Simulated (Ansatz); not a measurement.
Relaxation of C2H4B2O2S (11 atoms, charge 0, multiplicity 1), to a largest force component of 0.015 eV/Å in at most 40 steps.

Theory: Ansatz, RKS PBE0-D4/STO-3G.

```xyz
11
Properties=species:S:1:pos:R:3
O 0.292 -1.470 1.760
B 1.036 -0.220 1.549
B 1.440 0.259 0.006
S 1.022 -0.749 -1.479
C -0.587 0.130 -1.657
C -1.902 0.291 -1.334
O -1.274 1.189 -2.162
H -0.658 -1.098 1.711
H 1.380 0.444 2.523
H 2.107 1.244 -0.108
H -2.791 -0.077 -0.790
```

Problem. Where does it end, and by what steps?

Solution. It did not converge within its limit. The force dipped under the threshold on the way, but the program's further checks kept it going. Limits of this set-up: minimal basis. After 39 steps the energy has fallen by 6.189 eV; H8 moved furthest, 1.35 Å. The start is strongly strained (largest force component 12 eV/Å), so its close contacts needn't be bonds. Parted: C5–O7. Joined: B3–C5.

```
step  energy less start (eV)  largest force component (eV/Å)  accepted
   0                  0.0000                          11.709       yes
   2                 -2.4204                           2.608       yes
   4                 -3.2927                           2.379       yes
   6                 -3.9378                           1.533       yes
   8                 -4.1888                           2.089       yes
  10                 -4.7677                           2.171       yes
  12                 -5.6893                           2.019       yes
  14                 -5.9110                           0.856       yes
  16                 -5.9998                           0.489       yes
  18                 -6.0868                           0.334       yes
  20                 -6.1393                           0.459       yes
  22                 -6.1477                           0.121       yes
  24                 -6.1487                           0.038       yes
  26                 -6.1490                           0.022       yes
  28                 -6.1494                           0.033       yes
  30                 -6.1503                           0.134       yes
  32                 -6.1586                           0.159       yes
  34                 -6.1655                           0.112       yes
  36                 -6.1671                           0.873        no
  38                 -6.1823                           0.195       yes
  39                 -6.1887                           0.085       yes
```

```xyz
11
Properties=species:S:1:pos:R:3
O 0.512 -1.256 1.959
B 0.897 -0.021 1.601
B 0.970 0.300 -0.058
S 0.267 -1.476 -0.899
C -0.315 0.092 -0.809
C -1.568 0.681 -1.419
O -1.686 1.903 -1.675
H 0.320 -1.765 1.069
H 1.150 0.740 2.458
H 1.895 0.814 -0.560
H -2.376 -0.068 -1.647
```

The run took 75 s on 1 thread of Intel(R) Xeon(R) 6975P-C (Granite Rapids), with other jobs on the host, peak memory 0.17 GiB.
